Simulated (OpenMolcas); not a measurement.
Pt5+ among 6 point charges of -0.85 e arranged as a trigonal antiprism (D3d), 1.9 Å from the ion, with a polar angle of 61.9° against the regular 54.74°.
```
   0.0000    1.6753    0.8963  -0.85
  -1.4508   -0.8376    0.8963  -0.85
   1.4508   -0.8376    0.8963  -0.85
   0.0000   -1.6753   -0.8963  -0.85
   1.4508    0.8376   -0.8963  -0.85
  -1.4508    0.8376   -0.8963  -0.85
```

```
Program             : OpenMolcas 26.06
Method              : CASSCF
Basis               : ANO-RCC-VDZP [7s6p4d2f]
Scalar Hamiltonian  : DKH2, point nucleus
Active space        : 5 electrons in 5 orbitals (5d)
State averaging     : 2S+1 = 6 even, 1 root; 2S+1 = 4 even, 24 roots; 2S+1 = 2 even, 75 roots
Spin-orbit coupling : RASSI with atomic mean-field integrals over the reference wave functions
```

Task: What is the spin-free ground state (labels of D3, the rotations of D3d)?

Result: 6A1, 1-fold in its orbital part, 100 % from free-ion S terms; it has the highest spin that d5 allows.

Task: What are the lowest two levels with spin-orbit coupling?

Result: A 2-fold level E1/2 with g = 1.62, 5.59, 5.59, then a 2-fold level E3/2 177.3 cm-1 above it. Their leading multiplicities are 6 (81 %) and 6 (82 %).

Task: What is χT at 300 K?

Result: 3.87 cm3 K/mol.

Without dynamic correlation the repulsion within the d shell is too large (B by tens of per cent), so at a given field states of lower spin stand too high. Point charges give a weaker field than real ligands, and real ions of this kind are as a rule low spin; the high spin found here belongs to the model. This is an electrostatic model: the charges have no orbitals. No measured value stands beside these numbers.
